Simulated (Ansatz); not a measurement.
Steps of a relaxation of `C[CH2][Ge][F]` with RKS PBE0-D4/def2-TZVP.

```sh
$ ansatz run in.yaml --threads 4 --pin off --events-out ev --progress --plain --max-ram 10444MiB
```

```yaml
crystal:
  periodic: [false, false, false]
  atoms:
    - {symbol: C, position_ang: [-0.483970, 0.740201, -0.292822]}
    - {symbol: C, position_ang: [0.116550, -0.210513, 0.743986]}
    - {symbol: Ge, position_ang: [1.443891, -1.578834, 0.086178]}
    - {symbol: F, position_ang: [1.012396, -1.454199, -1.645036]}
    - {symbol: H, position_ang: [-0.878651, 0.181788, -1.164557]}
    - {symbol: H, position_ang: [-1.308886, 1.354126, 0.126633]}
    - {symbol: H, position_ang: [0.279621, 1.441496, -0.687618]}
    - {symbol: H, position_ang: [-0.674391, -0.848542, 1.214680]}
    - {symbol: H, position_ang: [0.581939, 0.328177, 1.601256]}
basis:
  gaussian: {orbitals: def2-TZVP}
hamiltonian: {xc: pbe0, dispersion: d4}
relax: {f_tol: 0.005, max_steps: 150}
```

Positions (Å) and forces (eV/Å) along the path, 14 of 15 steps:

```xyz
9
step=1 energy=-61380.9439 eV
C    -0.484    0.740   -0.293   -0.092    0.183   -0.236
C     0.117   -0.211    0.744   -0.032   -0.122    0.308
Ge    1.444   -1.579    0.086   -0.356    0.312   -0.368
F     1.012   -1.454   -1.645    0.139   -0.064    0.468
H    -0.879    0.182   -1.165    0.176    0.277    0.446
H    -1.309    1.354    0.127    0.408   -0.318   -0.173
H     0.280    1.441   -0.688   -0.357   -0.345    0.208
H    -0.674   -0.849    1.215    0.334    0.311   -0.229
H     0.582    0.328    1.601   -0.218   -0.234   -0.424
9
step=3 energy=-61380.9772 eV
C    -0.482    0.737   -0.294    0.024   -0.034    0.008
C     0.114   -0.217    0.727    0.032   -0.007    0.046
Ge    1.446   -1.554    0.100   -0.069    0.048   -0.126
F     1.008   -1.447   -1.611    0.075   -0.075    0.001
H    -0.893    0.198   -1.146   -0.025   -0.035   -0.053
H    -1.279    1.344    0.139   -0.049    0.041    0.042
H     0.272    1.420   -0.685    0.053    0.046   -0.034
H    -0.669   -0.840    1.186   -0.046   -0.036    0.036
H     0.572    0.314    1.568    0.004    0.052    0.080
9
step=4 energy=-61380.9801 eV
C    -0.484    0.740   -0.291   -0.002    0.005   -0.004
C     0.113   -0.215    0.730    0.003   -0.010    0.008
Ge    1.444   -1.551    0.092   -0.007    0.003   -0.057
F     1.025   -1.470   -1.625    0.013   -0.006    0.052
H    -0.897    0.200   -1.144   -0.006   -0.005   -0.006
H    -1.282    1.349    0.143   -0.004    0.008    0.005
H     0.271    1.424   -0.685    0.007    0.005   -0.007
H    -0.671   -0.840    1.188   -0.005   -0.006    0.001
H     0.569    0.317    1.574    0.000    0.005    0.009
9
step=5 energy=-61380.9802 eV
C    -0.484    0.741   -0.291   -0.001    0.004   -0.002
C     0.113   -0.215    0.730    0.000   -0.006    0.005
Ge    1.445   -1.549    0.092    0.002    0.002   -0.018
F     1.026   -1.472   -1.624    0.002   -0.001    0.018
H    -0.900    0.201   -1.143   -0.003   -0.002   -0.001
H    -1.280    1.352    0.144    0.000    0.004    0.001
H     0.272    1.423   -0.687    0.002    0.001   -0.003
H    -0.671   -0.842    1.187   -0.003   -0.002   -0.002
H     0.567    0.316    1.576   -0.001    0.001    0.002
9
step=6 energy=-61380.9803 eV
C    -0.484    0.741   -0.291    0.001    0.000    0.000
C     0.112   -0.215    0.729   -0.002   -0.002    0.003
Ge    1.450   -1.545    0.091    0.006    0.002    0.013
F     1.026   -1.474   -1.622   -0.005    0.001   -0.012
H    -0.905    0.201   -1.141    0.000    0.001    0.003
H    -1.276    1.356    0.146    0.003    0.000   -0.001
H     0.273    1.420   -0.690   -0.001   -0.001   -0.001
H    -0.671   -0.845    1.183   -0.001    0.001   -0.003
H     0.564    0.315    1.578   -0.001   -0.001   -0.002
9
step=7 energy=-61380.9803 eV
C    -0.484    0.742   -0.291    0.001   -0.001    0.000
C     0.112   -0.216    0.729    0.000   -0.001    0.005
Ge    1.456   -1.539    0.091    0.004    0.002    0.013
F     1.022   -1.478   -1.621   -0.005    0.000   -0.013
H    -0.908    0.202   -1.139    0.001    0.001    0.003
H    -1.273    1.359    0.147    0.002   -0.001   -0.001
H     0.275    1.418   -0.692   -0.002   -0.001    0.000
H    -0.671   -0.848    1.179    0.000    0.002   -0.004
H     0.560    0.314    1.580   -0.001   -0.001   -0.003
9
step=8 energy=-61380.9803 eV
C    -0.483    0.742   -0.291   -0.001   -0.001   -0.001
C     0.112   -0.216    0.729    0.003    0.000    0.005
Ge    1.462   -1.532    0.090   -0.001    0.000    0.000
F     1.015   -1.484   -1.619   -0.001    0.000    0.000
H    -0.907    0.203   -1.139    0.001   -0.001    0.000
H    -1.272    1.361    0.147    0.000    0.000    0.000
H     0.276    1.418   -0.693   -0.001    0.002    0.001
H    -0.671   -0.852    1.174   -0.001    0.000   -0.003
H     0.555    0.314    1.583    0.000    0.000   -0.002
9
step=9 energy=-61380.9803 eV
C    -0.482    0.743   -0.291   -0.001    0.000   -0.002
C     0.113   -0.215    0.729    0.003    0.001    0.004
Ge    1.466   -1.528    0.089   -0.003    0.000   -0.006
F     1.009   -1.490   -1.618    0.001   -0.001    0.005
H    -0.904    0.204   -1.140    0.000   -0.001    0.000
H    -1.273    1.359    0.147    0.000    0.000    0.000
H     0.276    1.421   -0.690    0.000    0.002    0.001
H    -0.670   -0.854    1.171   -0.001   -0.001   -0.002
H     0.553    0.314    1.584    0.000    0.000   -0.001
9
step=10 energy=-61380.9804 eV
C    -0.479    0.747   -0.290   -0.002    0.003   -0.004
C     0.116   -0.213    0.729    0.003   -0.001    0.002
Ge    1.480   -1.514    0.086   -0.013    0.000   -0.037
F     0.984   -1.516   -1.612    0.011   -0.001    0.037
H    -0.890    0.208   -1.145    0.000    0.001    0.000
H    -1.279    1.353    0.145    0.000   -0.001   -0.001
H     0.276    1.434   -0.679   -0.001    0.000    0.003
H    -0.666   -0.860    1.159    0.002   -0.001    0.001
H     0.547    0.314    1.590   -0.001   -0.001   -0.001
9
step=11 energy=-61380.9804 eV
C    -0.479    0.747   -0.290   -0.001    0.000   -0.002
C     0.117   -0.213    0.729    0.003    0.000    0.004
Ge    1.479   -1.515    0.086   -0.008    0.001   -0.020
F     0.984   -1.517   -1.611    0.006   -0.001    0.020
H    -0.889    0.209   -1.146    0.000    0.000    0.000
H    -1.280    1.352    0.145    0.000   -0.001    0.000
H     0.275    1.435   -0.678    0.000    0.000    0.002
H    -0.665   -0.860    1.160    0.002    0.001   -0.001
H     0.547    0.314    1.589   -0.001   -0.001   -0.002
9
step=12 energy=-61380.9804 eV
C    -0.479    0.748   -0.290    0.002    0.001    0.001
C     0.118   -0.212    0.728   -0.006    0.003   -0.001
Ge    1.480   -1.514    0.085    0.003   -0.001    0.002
F     0.980   -1.521   -1.610   -0.001    0.000   -0.001
H    -0.885    0.210   -1.148    0.001    0.000   -0.001
H    -1.282    1.350    0.144    0.000    0.000    0.000
H     0.274    1.439   -0.675    0.000    0.000   -0.001
H    -0.664   -0.860    1.158    0.001   -0.001    0.000
H     0.547    0.315    1.589    0.002   -0.001    0.000
9
step=13 energy=-61380.9804 eV
C    -0.478    0.749   -0.290    0.001   -0.002    0.001
C     0.119   -0.211    0.728   -0.001    0.001    0.003
Ge    1.485   -1.509    0.083   -0.001    0.002    0.000
F     0.968   -1.532   -1.606    0.001   -0.003   -0.005
H    -0.878    0.213   -1.151    0.000    0.000    0.001
H    -1.286    1.346    0.143    0.001    0.000    0.000
H     0.273    1.447   -0.669    0.000   -0.001    0.000
H    -0.662   -0.863    1.154    0.000    0.001   -0.001
H     0.546    0.315    1.591   -0.001    0.001    0.001
9
step=14 energy=-61380.9804 eV
C    -0.476    0.753   -0.289   -0.003    0.000   -0.001
C     0.122   -0.209    0.727    0.005   -0.005    0.004
Ge    1.494   -1.498    0.080   -0.004   -0.001   -0.015
F     0.950   -1.554   -1.601    0.004    0.002    0.017
H    -0.865    0.217   -1.157    0.000    0.002    0.004
H    -1.293    1.339    0.141    0.004   -0.001   -0.004
H     0.272    1.459   -0.658   -0.003   -0.003    0.003
H    -0.658   -0.868    1.146    0.001    0.005   -0.004
H     0.543    0.315    1.594   -0.003    0.000   -0.004
9
step=15 energy=-61380.9804 eV
C    -0.477    0.751   -0.289    0.000    0.001   -0.001
C     0.121   -0.210    0.727   -0.001   -0.001    0.003
Ge    1.492   -1.501    0.081   -0.002    0.001   -0.005
F     0.954   -1.548   -1.602    0.002    0.000    0.004
H    -0.869    0.216   -1.155    0.000    0.001    0.002
H    -1.290    1.341    0.142    0.001   -0.001   -0.001
H     0.273    1.455   -0.661   -0.002   -0.001    0.000
H    -0.659   -0.866    1.148    0.001    0.001   -0.001
H     0.543    0.315    1.593    0.000    0.000   -0.001
```

It took 39 s on 4 threads of an Arm Neoverse V1 on a shared host, with 0.42 GiB of host memory at the peak.
